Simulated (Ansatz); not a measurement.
Coupled-cluster diagnostics for BH2(OEt) (C2H7BO), Ansatz.

Geometry of the singlet (r2SCAN-D4/def2-SVP):

Cartesian coordinates in Å:
```
B 1.6064 -0.9865 0.5756
H 1.3697 -0.7946 1.7529
H 2.4106 -1.8025 0.1918
O 0.9648 -0.2788 -0.3673
C -0.0242 0.7028 -0.0593
C -1.3823 0.2450 -0.5455
H -0.0317 0.8932 1.0295
H 0.2770 1.6340 -0.5679
H -2.1356 1.0283 -0.3693
H -1.3536 0.0259 -1.6237
H -1.7012 -0.6669 -0.0169
```

Correlated methods freeze 4 core orbitals.

Q: Estimate the CCSD(T) correlation energy, the shares of MP2 and (T), T1 and the reference's ⟨S²⟩ for: charge 0, singlet, own geometry in def2-TZVPP; and the rough time on 2 threads of AMD EPYC 7R13 on a shared host and a share (18 GiB) of an NVIDIA H100 80GB HBM3.

A: 
```json
{"state": "charge 0, singlet, own geometry", "basis": "def2-TZVPP", "correlation (eV)": "-20.661", "MP2 share (%)": "91.2", "(T) share (%)": "3.6", "T1": "0.013", "⟨S²⟩ (pure)": "0.00 (0.00)", "wall time": "14 s"}
```
Customary marks for T1 are 0.02 (closed shells), 0.045 (open shells) and about 0.05 (3d metals). T1 stays under 0.02 throughout.
